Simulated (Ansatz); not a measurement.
Isolated molecules relaxed with PBE0-D4/def2-TZVP in Ansatz; ΔE leaves out vibrations. CBS: MP2 limit from def2 TZ/QZ plus the TZ coupled-cluster correction, frozen cores. DFT in def2-TZVPP. Elements past krypton have def2 core potentials. For Ge, In outer-core shells are correlated without core-valence functions, which leaves a few kJ/mol of doubt a bond. Scalar relativity is left out up to krypton. Each species was taken in one conformer, which may not be the lowest.

`[Cl][In]([Cl])[GeH3]` + `S[S][GeH3]` → `[GeH3][S][GeH3]` + `[SH][In]([Cl])[Cl]`  (redistribution)

`[Cl][In]([Cl])[GeH3]`:

```xyz
7

Cl    0.951   -0.800   -3.006
In    1.047   -0.149   -0.774
Cl    3.247    0.229   -0.119
Ge   -1.014    0.135    0.760
H    -0.549    0.209    2.219
H    -1.954   -1.059    0.555
H    -1.727    1.435    0.365
```

`S[S][GeH3]`:

```xyz
7

S    -1.899    0.033   -1.188
S    -1.134    0.861    0.534
Ge    0.788   -0.271    0.656
H    -1.351    0.885   -2.075
H     1.639    0.065   -0.577
H     1.478    0.200    1.947
H     0.480   -1.773    0.704
```

`[GeH3][S][GeH3]`:

Z-matrix (Å, degrees):
```
Ge
S 1 2.221
H 1 1.533 2 106.0
H 1 1.538 2 109.9 3 119.7
H 1 1.538 2 109.9 3 -119.7
Ge 2 2.222 1 98.4 3 179.8
H 6 1.538 2 109.9 1 59.8
H 6 1.533 2 106.0 1 179.5
H 6 1.538 2 109.9 1 -60.7
```

`[SH][In]([Cl])[Cl]`:

```xyz
5

S    -0.869   -0.730    1.528
In    0.230   -0.148   -0.470
Cl    0.882   -1.734   -2.006
Cl    0.701    2.056   -0.969
H    -0.943    0.556    1.917
```

| species | CAM-B3LYP-D4 energy (Eh) |
| --- | --- |
| `[Cl][In]([Cl])[GeH3]` | -3189.61905 |
| `S[S][GeH3]` | -2875.97533 |
| `[GeH3][S][GeH3]` | -4556.10134 |
| `[SH][In]([Cl])[Cl]` | -1509.53220 |

Q: Work out ΔE.

A: ΔE = (-4556.10134) + (-1509.53220) − (-3189.61905) − (-2875.97533) = -0.03916 Eh = -102.8 kJ/mol. CCSD(T)/CBS gives -109.5 kJ/mol.

Largest T1 diagnostic among the species: 0.013.

At CCSD(T), def2-SVP lies −15.1 kJ/mol from the extrapolated value and def2-TZVPP −6.4 kJ/mol. From r2SCAN to r2SCAN0 (25 % exact exchange), in def2-TZVPP and without D4, ΔE moves by −3.5 kJ/mol. In def2-TZVPP, CCSD(T) changes the Hartree–Fock value by +7.9 kJ/mol (the triples alone add −0.3 kJ/mol) and MP2 by +3.6 kJ/mol.
